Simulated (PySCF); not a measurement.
**Telling isomers of C4H9NSi3 apart by NMR**

- GFN2-xTB structure
- GIAO PBE0/pcSseg-1 shieldings
- run in PySCF 2.14.0 with density-fitted response routines
- no solvent model, non-relativistic, one computed conformer, rapidly exchanging positions averaged

Referencing at the same level of theory: 1H, 13C vs TMS. Where no couplings were computed, multiplicities follow the n + 1 count of equivalent neighbours, and m marks all less simple cases (inequivalent or close neighbours, rings, F or P nearby). Shifts are as computed. Against solution values, carbons near 30 ppm lie about +3 ppm off and those near 130 ppm about +5 ppm (rms about the fit 2.1 ppm; single classes can miss by 10 ppm). Of 1328 compounds with measured shifts, 309 miss one by over three times the rms of a fit or turn the order of signals round; such compounds aren't used in these exercises. Signals without a measured value on file couldn't be tested in this way; 1H shifts scatter by 0.2 ppm about their fit, and single ones miss by 0.5 ppm.

(1) Tabulate the signals of `C=C[Si@@H]1[SiH2][SiH2][C@@H]1C#N`, `C[Si@H](C#CC#N)[SiH2][SiH3]` and their relative energies.

(2) What is the quickest way to tell C=C[Si@@H]1[SiH2][SiH2][C@@H]1C#N from C[Si@H](C#CC#N)[SiH2][SiH3]?

Results:

(1) 
```json
{"SMILES": "C=C[Si@@H]1[SiH2][SiH2][C@@H]1C#N", "carbon types": "1×C 2×CH 1×CH2", "δC": "153.5, 134.9, 124.3, 1.5", "δH": "7.21 (m, 1H), 6.54 (m, 1H), 6.52 (m, 1H), 5.19 (m, 1H), 4.97 (m, 1H), 4.83 (m, 1H), 4.43 (m, 1H), 4.35 (m, 1H), 2.05 (m, 1H)", "E rel. (kcal/mol)": "0.0"}
{"SMILES": "C[Si@H](C#CC#N)[SiH2][SiH3]", "carbon types": "3×C 1×CH3", "δC": "111.3, 95.9, 90.4, -2.9", "δH": "4.78 (m, 1H), 3.64 (m, 3H), 3.45 (m, 1H), 3.29 (m, 1H), 0.43 (d, 3H)", "E rel. (kcal/mol)": "16.8"}
```

Energies are electronic energies at PBE0/pcSseg-1 on these geometries, without zero-point or thermal terms, each for the one conformer computed, which needn't be the lowest.

(2) Both give the same number of carbon signals, but DEPT or the intensities differ. The first has a terminal =CH2 carbon at 153.5 ppm, the second a methyl carbon bonded to Si (CH3) at -2.9 ppm. Their most deshielded carbons lie at 153.5 and 111.3 ppm. In the proton spectra the most deshielded non-exchanging signals are 7.21 (m, 1H) and 4.78 (m, 1H).
